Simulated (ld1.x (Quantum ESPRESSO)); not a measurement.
# u(r) = r·R(r): atom against pseudo-atom (Mo (Z = 42))

Columns: radius, all-electron u(r) and pseudo u(r) of the 4p shell (level -38.49 eV) of molybdenum in the configuration [Ar] 3d10 4s2 4p6 4d5 5s1 5p0; PBE, scalar-relativistic, TM scheme, ld1.x (Quantum ESPRESSO) 7.5.

```
r (bohr)  all-electron  pseudo
   0.118        0.2358  0.0255
   0.235       -0.3885  0.0991
   0.353       -0.5062  0.2165
   0.470       -0.1933  0.3661
   0.588        0.2330  0.5363
   0.705        0.5941  0.7057
   0.822        0.8408  0.8533
   0.940        0.9763  0.9583
   1.058        1.0201  1.0050
   1.175        1.0000  0.9941
   1.292        0.9399  0.9388
   1.410        0.8571  0.8571
   1.528        0.7650  0.7650
   1.645        0.6728  0.6728
   1.763        0.5841  0.5841
   1.880        0.5031  0.5031
   1.998        0.4296  0.4296
   2.115        0.3653  0.3653
   2.232        0.3093  0.3093
   2.350        0.2605  0.2605
   2.468        0.2188  0.2188
   2.585        0.1835  0.1835
   2.702        0.1537  0.1537
   2.820        0.1282  0.1282
   2.938        0.1068  0.1068
   3.055        0.0890  0.0890
```

Problem. How many radial nodes do the two functions have?

Solution. The all-electron 4p function has n − l − 1 = 2; the pseudo-wave has 0, since the states of the same l below it are removed with the core.

Problem. At about which radius was the pseudo-wave matched?

Solution. 1.50 bohr, where the columns begin to agree (steps of 0.12 bohr).

Problem. Where does each function peak?

Solution. Outermost all-electron maximum near 1.06 bohr, pseudo maximum near 1.06 bohr (to the table’s step).

Problem. Is the pseudo-wave norm-conserving?

Solution. Yes: the TM scheme keeps the norm inside the radius equal to the all-electron one, which fixes the energy derivative of the logarithmic derivative at the level.
